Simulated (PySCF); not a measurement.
B3LYP has the VWN-RPA correlation part, as in Gaussian. Delta-SCF ions had no search for a lower state. Excitations are Tamm–Dancoff values on a coarser integration grid. The basis has no diffuse functions, so Rydberg states are missing or too high.

Cartesian coordinates (Å):
SMILES: OB(O)O
```xyz
7

O      1.3793    -0.7174    -0.1517
B      0.1300    -0.1855    -0.0291
O     -0.9178    -1.0665    -0.0924
O      0.0132     1.1783     0.1469
H      2.0672    -0.0477    -0.0987
H     -1.7927    -0.6830    -0.0050
H     -0.8793     1.5217     0.2299
```
Charge 0, multiplicity 1.

**Question.** What is the computed total energy, HOMO–LUMO gap, dipole moment, S1 excitation (TDA), S1–T1 gap (TDA), HOMO, vertical ionisation energy (Delta-SCF) and S1 oscillator strength (B3LYP-D3(BJ)/def2-TZVP (PySCF))?

**Answer.** 
The total energy is -252.6112 Ha and the HOMO–LUMO gap is 8.61 eV. The dipole moment is 0.630 e·Å and the S1 excitation (TDA) is 7.53 eV. The S1–T1 gap (TDA) comes out as 0.25 eV and the HOMO is -8.89 eV. The vertical ionisation energy (Delta-SCF) comes out as 11.78 eV and the S1 oscillator strength is 0.001.
